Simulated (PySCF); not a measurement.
C2H7ClSi3, SMILES Cl[Si@@H]1C=C[SiH2][SiH2]1. Geometry optimised at PBE-D3(BJ)/def2-SVP. The structure was generated by enumeration; whether it is a known compound was not checked.

Problem. Give the equilibrium geometry at PBE-D3(BJ)/def2-SVP (PySCF confirms it by a frequency run) as Cartesian coordinates in Å. (Estimate from the structure and the level; the computed values follow.)

Solution. 
```xyz
13

Cl     2.4356     0.4497    -0.9868
Si     1.0411    -0.0073     0.5124
C      0.2453    -1.6749     0.1264
C     -1.0915    -1.8085    -0.0772
Si    -2.3056    -0.3489     0.0042
Si    -0.8300     1.4251     0.4784
H      1.8063    -0.0649     1.8066
H      0.8935    -2.5704     0.0552
H     -1.4941    -2.8163    -0.3020
H     -3.0538    -0.2179    -1.2973
H     -3.3219    -0.5805     1.0931
H     -0.7383     2.4575    -0.6096
H     -1.0985     2.0830     1.8045
```
